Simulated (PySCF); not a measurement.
Species: C3H11OPSi2.
SMILES: `C[C@@H]([SiH2]P)[SiH2]C=O`

The calculation used PySCF, TDDFT CAM-B3LYP/def2-SVPD, vertical, gas phase, core orbitals frozen in the response. The structure is a single GFN2-xTB conformer in the gas phase; no vibrational or solvent corrections. Torsions of this conformer, `[CH3:1][C@@H:2]([SiH2:3][PH2:4])[SiH2:5][CH:6]=[O:7]`: C1–C2–Si3–P4 -60°, C1–C2–Si5–C6 171°, C2–Si5–C6–O7 9°, H–P4–Si3–C2 -84°, H–P4–Si3–C2 -176°.

Each state is given a Gaussian of 0.25 eV full width at half maximum, with ε(max) = 2.175×10⁸ f / Δν̃ (Δν̃ the width in cm⁻¹). The width is an assumption, not a result. The curve ends short of the highest state used, and states not computed would add to its high-energy end.

(E (eV), ε (L mol⁻¹ cm⁻¹)): (2.85, 0), (2.93, 1), (3.02, 4), (3.10, 13), (3.18, 23), (3.27, 24), (3.35, 13), (3.43, 4), (3.51, 1), (3.60, 0), (3.68, 0), (3.76, 0), (3.84, 0), (3.93, 0), (4.01, 0), (4.09, 0), (4.18, 0), (4.26, 0), (4.34, 0), (4.42, 0), (4.51, 0), (4.59, 0), (4.67, 0), (4.75, 0), (4.84, 0), (4.92, 0), (5.00, 0), (5.08, 0), (5.17, 0), (5.25, 0), (5.33, 0), (5.42, 0), (5.50, 0), (5.58, 0), (5.66, 0), (5.75, 0), (5.83, 4), (5.91, 38), (5.99, 185), (6.08, 570), (6.16, 905), (6.24, 1098), (6.33, 1623), (6.41, 2347)

Problem. Locate the maxima and give the states behind the curve.

Solution. 384 nm (3.23 eV), ε about 26, made up of S1 (100%) (ε in L mol⁻¹ cm⁻¹; maxima over ε = 5, shares over 10%). At its high-energy end, 6.41 eV, the curve is still rising (ε about 2300, from S3 and S4). The states used: S1 3.23 eV (f 0.0002); S2 6.17 eV (f 0.0076); S3 6.38 eV (f 0.0040); S4 6.45 eV (f 0.018); S5 6.62 eV (f 0.0014); S6 6.66 eV (f 0.0034); S7 6.74 eV (f 0.099); S8 7.01 eV (f 0.281).

Problem. Coming from long wavelengths, where does ε first pass 100 L mol⁻¹ cm⁻¹?

Solution. At about 208 nm (5.96 eV), 2.73 eV above S1.

Problem. On this curve, what absorbance would a 10⁻⁴ mol/L sample give at 355 nm over a 1 cm path?

Solution. 355 nm is 3.493 eV, where ε is about 1.1 L mol⁻¹ cm⁻¹, so A = ε c l ≈ 0.00011 (Beer–Lambert, with the gas-phase spectrum and the assumed width).

Problem. What would ε be at 3.23 eV, the highest of these maxima, with half the width (0.125 eV)?

Solution. About 51.7 L mol⁻¹ cm⁻¹ against 25.9, a factor of about 2.00; a lone state at its own centre would give exactly 2.
